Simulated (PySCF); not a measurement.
# Ionising NaBi

ROHF-CCSD(T); basis Na aug-cc-pVDZ, Bi aug-cc-pVDZ-PP with ECP60; scalar-relativistic core potentials; PySCF 2.14. Neutral (ROHF): triplet (π ↑↑), Re = 3.068 Å, ωe = 176 cm⁻¹, De = 0.89 eV.

NaBi⁺ (UHF): quartet (σ ↑, π ↑↑), Re = 3.480 Å, ωe = 95.2 cm⁻¹. The energies at the minima are -375.55853 hartree for NaBi and -375.35536 for NaBi⁺.

Work out the adiabatic ionisation energy, without and with harmonic zero-point energies (1 hartree = 27.2114 eV, 1 eV = 8065.5 cm⁻¹), and the change of the bond length.

At CCSD(T): 0.20317 hartree = 5.529 eV between the minima; the zero-point term (95.2 − 176.0)/2 cm⁻¹ = -0.005 eV makes it 5.524 eV. Re changes by +41.2 pm against the neutral. The electron leaves a σ orbital, and the ion is left as a loose complex of an ion and an atom.

Correlated steps freeze 5 core orbitals. UHF and ROHF references stand side by side, which adds small steps between rows. Correlated levels converge slowly with the basis: in double zeta they bind strong bonds too weakly, by up to about 1 eV, and carry superposition errors of some tenths. These are scalar-relativistic numbers at best; spin–orbit coupling would shift them, the dissociation energy most. States were picked by a PBE0 search and need not be the measured ground states.

Neutral and ion stand on different kinds of reference determinant, which adds to the error of the difference.
